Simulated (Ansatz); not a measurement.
`N#CBCl` + H₂ → `BCl` + `C#N` at 298.15 K and 1 bar (hydrogenolysis of a B–C bond).

Computed with Ansatz on PBE0-D4/def2-TZVP structures; ΔE is electronic, products minus reactants. CBS: MP2 limit from def2 TZ/QZ plus the TZ coupled-cluster correction, frozen cores. This one scheme is used for every species.

```tsv
species	CCSD(T)/CBS energy (Eh)	H − E (kJ/mol)	S (J/(mol·K))
`N#CBCl`	-577.94276	71.7	287.2
H₂	-1.17544	35.1	130.4
`BCl`	-485.78909	65.8	234.3
`C#N`	-93.32098	52.4	201.2
```

H − E and S are ideal-gas, rigid-rotor, harmonic terms from PBE0-D4/def2-TZVP. The MP2-based limit puts H₂ 0.8 mEh under its directly extrapolated value; such offsets cancel only in part. 1 Eh = 2625.50 kJ/mol, R = 8.31446 J/(mol·K).

Problem. By hand: ΔE, ΔH, ΔS and ΔG.

Solution. ΔE = (-485.78909) + (-93.32098) − (-577.94276) − (-1.17544) = 0.00813 Eh = 21.3 kJ/mol. Δ(H − E) = 65.8 + 52.4 − 71.7 − 35.1 = 11.4, so ΔH = 32.7 kJ/mol. ΔS = 234.3 + 201.2 − 287.2 − 130.4 = 17.9 J/(mol·K). ΔG = 32.7 − 298.15 × (17.9)/1000 = 27.4 kJ/mol.

Problem. By hand: the equilibrium constant, and the temperature at which ΔG would vanish if ΔH and ΔS stayed fixed.

Solution. log₁₀ K = −ΔG/(RT ln 10) = -4.8. ΔG = 0 at ΔH/ΔS = 1827 K, though so small a ΔS makes that figure unsure.

ΔH outweighs TΔS. A doubt of 5 kJ/mol in ΔE shifts log₁₀ K by 0.9 here. These are equilibria of isolated gas molecules and say nothing of rates. Largest T1 diagnostic: 0.014 (customary marks: 0.02 for closed shells, 0.045 for open ones).
